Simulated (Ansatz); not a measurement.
System: ZrF (charge 0, quartet). The spin state was set by rule; other spins were not relaxed. 
Geometry from a B3LYP-D3(BJ)/def2-TZVP (Ansatz, an electronic-structure program) optimisation:
```
Zr
F 1 1.9063
```
Charge 0, spin multiplicity 4.

Parts of the frozen-core correlation energy in def2-TZVPP (Ansatz, hartree). Frozen orbitals: 5; correlated occupied orbitals by spin: 7 and 4; virtual: 75 and 78. Open shells are spin-unrestricted. No spin-orbit coupling. In def2 rows, elements after Kr have scalar-relativistic effective core potentials.

```json
[
 {"term": "reference (HF)", "value": "-146.03145"},
 {"term": "MP2 opposite-spin", "value": "___"},
 {"term": "MP2 same-spin", "value": "-0.09215"},
 {"term": "CCSD correlation", "value": "___"},
 {"term": "(T)", "value": "___"},
 {"term": "T1 diagnostic", "value": "0.037"},
 {"term": "largest doubles amplitude", "value": "0.038"},
 {"term": "<S^2> of the reference", "value": "3.756"}
]
```

Q: What belongs in the gaps?

A: 
- MP2 opposite-spin, value: -0.21001
- CCSD correlation, value: -0.30470
- (T), value: -0.01036
